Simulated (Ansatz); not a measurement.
Relaxation of BClH₅NSeSi (10 atoms, charge 0, multiplicity 1), to a largest force component of 0.015 eV/Å in at most 40 steps.

Theory: RKS PBE0-D4/def2-mTZVP in Ansatz 0.2.0.

```xyz
10
Properties=species:S:1:pos:R:3
B -1.159 1.048 -0.242
Si 0.184 -0.248 -0.093
N 0.186 -0.878 1.566
Cl -0.116 -1.799 -1.435
Se 2.204 0.697 -0.600
H -1.877 1.379 0.679
H -1.359 1.638 -1.283
H -0.655 -1.347 1.730
H 0.964 -1.598 1.652
H 1.710 1.058 -1.970
```

Problem. Where does it end, and by what steps?

Solution. It converged. After 27 steps the energy has fallen by 0.778 eV; Se5 moved furthest, 1.13 Å. Joined: B1–Se5 (3.40 → 2.20 Å).

```
step  energy less start (eV)  largest force component (eV/Å)  accepted
   0                  0.0000                           3.560       yes
   1                 -0.2770                           1.137       yes
   2                 -0.3552                           0.833       yes
   3                 -0.3385                           0.951        no
   4                 -0.4218                           0.322       yes
   5                 -0.4399                           0.202       yes
   6                 -0.4445                           0.101       yes
   7                 -0.4485                           0.060       yes
   8                 -0.4525                           0.085       yes
   9                 -0.4557                           0.133       yes
  10                 -0.4624                           0.394       yes
  11                 -0.4786                           0.440       yes
  12                 -0.5415                           0.400       yes
  13                 -0.6320                           0.482       yes
  14                 -0.6843                           0.733       yes
  15                 -0.7119                           0.401       yes
  16                 -0.7386                           0.321       yes
  17                 -0.7502                           0.403       yes
  18                 -0.7545                           0.458       yes
  19                 -0.7683                           0.335       yes
  20                 -0.7668                           0.860        no
  21                 -0.7750                           0.151       yes
  22                 -0.7688                           0.200        no
  23                 -0.7774                           0.027       yes
  24                 -0.7776                           0.058       yes
  25                 -0.7781                           0.016       yes
  26                 -0.7781                           0.017       yes
  27                 -0.7782                           0.003       yes
```

```xyz
10
Properties=species:S:1:pos:R:3
B -0.857 1.190 -0.389
Si -0.138 -0.579 -0.092
N 0.042 -1.365 1.393
Cl 0.393 -1.943 -1.543
Se 1.330 1.405 -0.468
H -1.181 1.738 0.627
H -1.358 1.496 -1.425
H -0.314 -0.957 2.245
H 0.693 -2.118 1.556
H 1.474 1.081 -1.901
```

Whether the end is a true minimum wasn't checked by a vibrational analysis.

Time of the run: 2.1 min on 2 threads of Intel(R) Xeon(R) Platinum 8488C (Sapphire Rapids) (shared host), peak memory 0.38 GiB.
